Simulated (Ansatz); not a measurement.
Compare A (`[SiH3]S[SiH]1CO1`) with its isomer B (`SC1O[SiH2][SiH2]1`).

Isolated molecules relaxed with PBE0-D4/def2-TZVP in Ansatz; ΔE leaves out vibrations. CCSD(T)/CBS adds triple-zeta CCSD(T) − MP2 to the extrapolated MP2 energy (def2 sets, frozen cores). Functionals use def2-TZVPP. B3LYP here is the variant with VWN-RPA as its local correlation; programs differ in this. Each species was taken in one conformer, which may not be the lowest.

A:

```xyz
11

Si    2.300   -0.048   -0.759
S     0.380   -0.929   -1.136
Si   -0.703    0.092    0.356
C    -2.442   -0.246    0.672
O    -2.033    0.972   -0.076
H     3.197   -0.612   -1.795
H     2.236    1.429   -0.879
H     2.790   -0.409    0.594
H     0.203    0.710    1.348
H    -3.003   -0.945    0.056
H    -2.925   -0.016    1.619
```

B:

Z-matrix (Å, degrees):
```
C
O 1 1.436
S 1 1.799 2 113.7
Si 1 1.938 2 100.7 3 -117.4
H 1 1.091 2 108.3 3 121.6
Si 2 1.680 1 106.9 3 107.8
H 3 1.346 1 97.3 2 64.9
H 4 1.485 1 115.0 2 125.4
H 4 1.486 1 113.0 2 -107.3
H 6 1.486 2 111.0 1 127.9
H 6 1.487 2 113.2 1 -110.3
```

Which isomer does CCSD(T)/CBS put lower? Give the gap. (Estimate.)

Computed: A, by 97.4 kJ/mol.

Give E(B) − E(A) in kJ/mol with PBE-D4, B3LYP-D4, MP2/def2-TZVPP, B2PLYP, ωB97M-V, B3LYP, CCSD/def2-TZVPP. (An estimate is asked.)

Ansatz gave: PBE-D4 90.9, B3LYP-D4 93.5, MP2/def2-TZVPP 105.5, B2PLYP 100.2, ωB97M-V 98.1, B3LYP 97.9, CCSD/def2-TZVPP 95.0. None reverses the order clearly.

Largest T1 diagnostic: 0.014.

The D4 term adds −4.4 kJ/mol with B3LYP and −2.2 kJ/mol with PBE0; it sums over pairs of atoms, weighted by their polarisabilities, and B3LYP, whose exchange is more repulsive, gets the larger term.
